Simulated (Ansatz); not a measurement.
The cluster H₂Au₂⁻ was relaxed with PBE0-D4 (def2-TZVPD) in Ansatz in these states: charge -1 doublet, charge -1 quartet. The geometries follow in no particular order.

In the def2 sets Au takes a core potential; there is no spin–orbit coupling.

A:

```xyz
4

Au   -0.066    0.378   -1.346
Au   -0.259   -0.315    1.339
H    -0.042   -1.108   -0.289
H     0.367    1.045    0.296
```

B:

Cartesian coordinates in Å:
```
Au 0.556 1.914 0.793
Au -0.177 -0.585 -0.354
H -0.516 -1.576 -1.594
H 0.136 0.246 1.155
```

**Question.** Judge from the bond lengths which geometry belongs to which state (an estimate).

**Answer.** A is the charge -1 quartet (Au2–H3 1.824 Å, Au2–H4 1.824 Å, Au1–Au2 2.779 Å); B is the charge -1 doublet (Au2–H3 1.623 Å, Au2–H4 1.752 Å, Au1–Au2 2.846 Å).

At PBE0-D4/def2-TZVPD the highest occupied level of the charge -1 quartet lies above zero (up to 0.43 eV). The electron is either unbound and held by the finite basis, or the level is raised by self-interaction error.
